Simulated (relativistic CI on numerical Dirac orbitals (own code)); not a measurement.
Pb²⁺: q coefficients and field-shift factors

Computed by Dirac-Coulomb-Breit CI, separate exchange-only KLI orbitals for each configuration, valence Slater integrals scaled by 0.85, P86 correlation energy added to each configuration, derivatives by finite differences, QED left out (own radial code, finite nucleus).

Configurations in the expansion (outside the closed core [Xe] 4f14): 5d¹⁰6s², 5d¹⁰6s6p, 5d¹⁰6p², 5d¹⁰6s6d, 5d¹⁰6s7s, 5d¹⁰6d², 5d¹⁰6s7p, 5d⁸6s²6p². Levels of other configurations are missing.

With x = (α/α₀)² − 1 an excitation energy changes as ω = ω₀ + qx; K = 2q/ω₀ is the relative enhancement. Terms are leading LS components, so labels can repeat. The field-shift factor is F = δν/δ⟨r²⟩ for the transition from the lowest level.

Lowest level 5d¹⁰6s² ¹S0.

```
        Level  ω₀ (cm⁻¹)  q (cm⁻¹)      K  F (GHz/fm²)
5d¹⁰6s6p ³P°0    56446.8     17670  0.626         -100
5d¹⁰6s6p ³P°1    60988.2     22470  0.737         -102
5d¹⁰6s6p ³P°2    74701.3     43440   1.16         -108
5d¹⁰6s6p ¹P°1    96790.9     37500  0.775          -97
  5d¹⁰6p² ³P0   141141.6     42750  0.606         -205
 5d¹⁰6s7s ³S1   145068.1     33270  0.459        -75.4
 5d¹⁰6s6d ¹D2   146685.0     54080  0.737         -151
 5d¹⁰6s7s ¹S0   149592.5     33000  0.441        -72.6
  5d¹⁰6p² ³P1   152412.5     57910   0.76         -185
 5d¹⁰6s6d ³D1   153386.3     48480  0.632         -124
 5d¹⁰6s6d ³D2   153621.4     44360  0.577         -101
 5d¹⁰6s6d ³D3   154488.6     45160  0.585        -99.8
  5d¹⁰6p² ³P2   162132.3     65680   0.81         -185
5d¹⁰6s7p ³P°0   165658.1     35840  0.433        -94.1
5d¹⁰6s7p ³P°1   166360.0     36240  0.436        -94.4
5d¹⁰6s7p ³P°2   170110.5     41730  0.491        -95.7
5d¹⁰6s7p ¹P°1   173357.4     41670  0.481        -96.8
  5d¹⁰6p² ¹D2   178183.5     73150  0.821         -189
  5d¹⁰6p² ¹S0   185929.1     83950  0.903         -214
```

Correlation outside the listed configurations is missing or only estimated: errors of thousands of cm⁻¹ between configurations and terms are usual at this charge. Rates and lifetimes follow the computed energies and can be off by large factors. The fine structure of a lone outer electron comes out too small, for d and f at times inverted, and misplaced configurations move strength between like terms.
